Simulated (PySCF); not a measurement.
**Interval between two levels of Al by level of theory**

Al [Ne] 3s2 3p1 [2P3/2, M_J = 3/2] → Al [Ne] 3s2 4s1 [2S1/2, M_J = 1/2], as a difference of total energies. Computed with PySCF 2.14 in x2c-TZVPall-2c with one added diffuse shell each of s, p type (6s7p2d1f, 44 functions), with the two-component X2C-1e Hamiltonian. Correlated levels: [Ne] frozen; the 6 highest virtual spinors dropped. "Screened" scales the spin-orbit matrix elements by Boettger's factors to mimic the two-electron term; Breit and QED terms are absent.

| method | interval between two levels (cm⁻¹) |
| --- | --- |
| GHF (spin-free) | 23878 |
| GMP2 (spin-free) | 25017 |
| GHF (screened spin-orbit) | 23838 |
| GMP2 (screened spin-orbit) | 24976 |

Errors of the correlated levels include the incompleteness of this basis and the frozen core.

For comparison: 25236 cm⁻¹ (measured; NIST Handbook of Basic Atomic Spectroscopic Data (Sansonetti and Martin, J. Phys. Chem. Ref. Data 34, 1559 (2005))).
